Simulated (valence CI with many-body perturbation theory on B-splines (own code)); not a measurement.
**E1 transitions of K11+**

Method: relativistic CI+MBPT: six valence electrons over a frozen Dirac-Fock core [He], a basis of 9 s, 9 p, 8 d, 6 f, 3 g, 1 h functions for each j, with the one-electron correlation potential Σ1 (screened to all orders), the two-electron term Σ2, the three-electron term Σ3, Breit, model QED; selected single and double excitations, second order for the rest, scaled by the run's own slope (own B-spline code, finite nucleus).

No measured levels were compared; by estimate levels of excited configurations hold to 0.05 to 0.15 % of their energy, terms of the ground configuration to about 0.5 %. Among the levels kept, up to 3300 cm⁻¹ of a level comes from second order outside the variational space, and about a tenth of that is noise between levels of different J, which matters for small intervals.

Lines 51 to 100 of 195 in falling wavelength, among levels below 412.54 eV, chosen from the strongest by gf and those to the six lowest levels. Wavelengths and rates use the calculated energies, so an error of 2000 cm⁻¹ moves a line at 560.1 Å by 1.1 % and its rate by three times that or more. Electric multipoles are in the length gauge, E1 and E2 with the static RPA response of the core. Weak lines are less certain than strong ones. Lines between different terms over intervals too small for the method are left out, as are lines whose strength nearly cancels. Where a level lies close to another of its J and parity, the split of strength between their lines is uncertain. The highest levels of a list are the least certain.

Names give the largest LS component (configuration and term), which can be under half, so a name can repeat, a term be missing and a line seem to break the LS rules; names also repeat where a configuration has a term twice. Letters in brackets count levels of one name in rising energy.

| λ vac (Å) | Upper | Lower | A (s⁻¹) | S (a.u.) |
| --- | --- | --- | --- | --- |
| 560.1 | 2s2 2p3 3p 3P_0 [c] | 2s2 2p3 3s 3P°_1 | 2.76e+09 | 2.39e-01 |
| 554.1 | 2s2 2p3 3p 3P_1 [c] | 2s2 2p3 3s 3P°_0 | 5.25e+08 | 1.32e-01 |
| 547.4 | 2s2 2p3 3d 3F°_2 | 2s2 2p3 3p 3D_2 [a] | 7.23e+08 | 2.93e-01 |
| 544.8 | 2s2 2p3 3p 1D_2 [b] | 2s2 2p3 3s 1P°_1 | 1.68e+09 | 6.72e-01 |
| 543.0 | 2s2 2p3 3p 3P_2 [a] | 2s2 2p3 3s 5S°_2 | 5.87e+07 | 2.32e-02 |
| 542.9 | 2s2 2p3 3d 5D°_2 | 2s2 2p3 3p 5P_3 | 1.94e+08 | 7.67e-02 |
| 542.9 | 2s2 2p3 3d 5D°_3 | 2s2 2p3 3p 5P_3 | 9.68e+08 | 5.35e-01 |
| 542.1 | 2s2 2p3 3d 5D°_4 | 2s2 2p3 3p 5P_3 | 2.92e+09 | 2.07e+00 |
| 533.4 | 2s2 2p3 3d 5D°_1 | 2s2 2p3 3p 5P_2 | 7.54e+08 | 1.69e-01 |
| 533.4 | 2s2 2p3 3d 5D°_2 | 2s2 2p3 3p 5P_2 | 1.76e+09 | 6.61e-01 |
| 533.4 | 2s2 2p3 3d 5D°_3 | 2s2 2p3 3p 5P_2 | 2.04e+09 | 1.07e+00 |
| 529.5 | 2s2 2p3 3d 5D°_0 | 2s2 2p3 3p 5P_1 | 3.11e+09 | 2.27e-01 |
| 529.4 | 2s2 2p3 3d 5D°_1 | 2s2 2p3 3p 5P_1 | 2.34e+09 | 5.14e-01 |
| 529.4 | 2s2 2p3 3d 5D°_2 | 2s2 2p3 3p 5P_1 | 1.10e+09 | 4.02e-01 |
| 528.2 | 2s2 2p3 3d 3D°_2 | 2s2 2p3 3p 3P_2 [a] | 7.25e+08 | 2.64e-01 |
| 526.3 | 2s2 2p3 3d 3D°_1 | 2s2 2p3 3p 3P_0 [a] | 1.69e+09 | 3.64e-01 |
| 525.5 | 2s2 2p3 3p 3D_1 [b] | 2s2 2p3 3s 1D°_2 | 1.07e+08 | 2.30e-02 |
| 524.9 | 2s2 2p3 3p 3P_1 [b] | 2s2 2p3 3s 3D°_2 | 1.58e+09 | 3.38e-01 |
| 523.5 | 2s2 2p3 3d 3D°_2 | 2s2 2p3 3p 3P_1 [a] | 2.32e+09 | 8.21e-01 |
| 523.1 | 2s2 2p3 3p 3P_1 [b] | 2s2 2p3 3s 3D°_1 | 6.39e+08 | 1.35e-01 |
| 521.1 | 2s2 2p3 3d 3D°_3 | 2s2 2p3 3p 3P_2 [a] | 3.07e+09 | 1.50e+00 |
| 520.3 | 2s2 2p3 3p 3D_2 [b] | 2s2 2p3 3s 1D°_2 | 1.11e+09 | 3.84e-01 |
| 519.9 | 2s2 2p3 3d 3F°_2 | 2s2 2p3 3p 1P_1 [a] | 1.08e+09 | 3.74e-01 |
| 518.7 | 2s2 2p3 3d 3D°_1 | 2s2 2p3 3p 3P_1 [a] | 1.29e+09 | 2.66e-01 |
| 512.2 | 2s2 2p3 3p 3P_0 [b] | 2s2 2p3 3s 3D°_1 | 3.42e+09 | 2.27e-01 |
| 507.8 | 2s2 2p3 3p 3P_2 [b] | 2s2 2p3 3s 3D°_3 | 2.76e+09 | 8.93e-01 |
| 504.3 | 2s2 2p3 3p 1D_2 [b] | 2s2 2p3 3s 3P°_2 | 5.99e+08 | 1.90e-01 |
| 501.3 | 2s2 2p3 3p 1D_2 [a] | 2s2 2p3 3s 1D°_2 | 1.61e+09 | 5.01e-01 |
| 499.2 | 2s2 2p3 3p 3P_2 [b] | 2s2 2p3 3s 3D°_2 | 6.34e+08 | 1.95e-01 |
| 489.5 | 2s2 2p3 3p 1D_2 [b] | 2s2 2p3 3s 3P°_1 | 1.14e+08 | 3.29e-02 |
| 483.4 | 2s2 2p3 3p 1P_1 [b] | 2s2 2p3 3s 1D°_2 | 5.13e+08 | 8.58e-02 |
| 481.1 | 2s2 2p3 3p 3D_2 [b] | 2s2 2p3 3s 3D°_3 | 1.46e+08 | 4.01e-02 |
| 476.2 | 2s2 2p3 3p 3D_1 [b] | 2s2 2p3 3s 3D°_1 | 1.75e+08 | 2.79e-02 |
| 474.1 | 2s2 2p3 3p 3S_1 | 2s2 2p3 3s 3D°_2 | 9.73e+08 | 1.54e-01 |
| 472.6 | 2s2 2p3 3p 3S_1 | 2s2 2p3 3s 3D°_1 | 2.58e+08 | 4.04e-02 |
| 465.8 | 2s2 2p3 3p 3D_3 [b] | 2s2 2p3 3s 3D°_3 | 1.82e+08 | 6.37e-02 |
| 457.6 | 2s2 2p3 3p 1D_2 [a] | 2s2 2p3 3s 3D°_2 | 1.45e+08 | 3.42e-02 |
| 417.8 | 2s2 2p3 3p 1S_0 | 2s2 2p3 3s 1P°_1 | 8.04e+09 | 2.89e-01 |
| 406.1 | 2s2 2p3 3p 1D_2 [b] | 2s2 2p3 3s 1D°_2 | 3.13e+09 | 5.17e-01 |
| 376.4 | 2s2 2p3 3p 3P_1 [b] | 2s2 2p3 3s 3S°_1 | 6.81e+08 | 5.37e-02 |
| 370.7 | 2s2 2p3 3p 3P_0 [b] | 2s2 2p3 3s 3S°_1 | 1.16e+09 | 2.91e-02 |
| 363.0 | 2s2 2p3 3p 3P_2 [b] | 2s2 2p3 3s 3S°_1 | 2.04e+09 | 2.41e-01 |
| 349.5 | 2s2 2p3 3p 3S_1 | 2s2 2p3 3s 3S°_1 | 4.50e+08 | 2.84e-02 |
| 340.4 | 2s2 2p3 3p 1D_2 [a] | 2s2 2p3 3s 3S°_1 | 1.40e+08 | 1.36e-02 |
| 332.1 | 2s2 2p3 3p 1P_1 [b] | 2s2 2p3 3s 3S°_1 | 3.17e+08 | 1.72e-02 |
| 318.1 | 2s2 2p3 3p 3P_2 [c] | 2s2 2p3 3s 3S°_1 | 1.94e+08 | 1.54e-02 |
| 317.7 | 2s2 2p3 3p 3P_1 [c] | 2s2 2p3 3s 3S°_1 | 9.00e+08 | 4.28e-02 |
| 317.7 | 2s2 2p3 3p 3P_0 [c] | 2s2 2p3 3s 3S°_1 | 1.42e+09 | 2.25e-02 |
| 234.7 | 2s 2p5 3P°_1 | 2s2 2p4 1S_0 | 5.08e+07 | 9.72e-04 |
| 202.5 | 2s 2p5 3P°_2 | 2s2 2p4 1D_2 | 2.41e+08 | 4.95e-03 |
